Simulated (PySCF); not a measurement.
# Radial density of Tb²⁺ (terbium, charge +2)

MN15, [Xe] 4f9, one real determinant. Computed with PySCF 2.14 in cc-pwCVTZ-X2C (12s11p9d7f4g1h, 186 functions), with the spin-free X2C one-electron Hamiltonian (Gaussian nucleus).

```tsv
r (bohr)	4πr²ρ (e/bohr)	4πr²(ρα − ρβ)
0.0167	86.88	0.0003
0.0280	75.98	0.0008
0.0471	99.63	-0.0003
0.0793	109.9	-0.0039
0.133	88.28	0.1215
0.224	91.41	1.2557
0.377	44.54	4.4166
0.635	42.94	5.6857
1.07	14.59	2.8669
1.80	5.410	0.5129
3.02	0.3665	0.0205
5.08	0.002287	0.0000
```

Densities and radii are taken from the X2C orbitals without a picture-change correction, which distorts them close to the nucleus.

⟨L²⟩ = 24.01 against 30 for a pure H term, so this real determinant mixes terms. Spin-orbit coupling, absent here, splits the open shell strongly.

(1) Where is the radial spin density 4πr²(ρα − ρβ) most negative, and why is it negative at all?

## Answers

(1) Around r = 0.0793 bohr, down to -0.0039 e/bohr: exchange with the open shell polarises the paired shells in an unrestricted calculation.
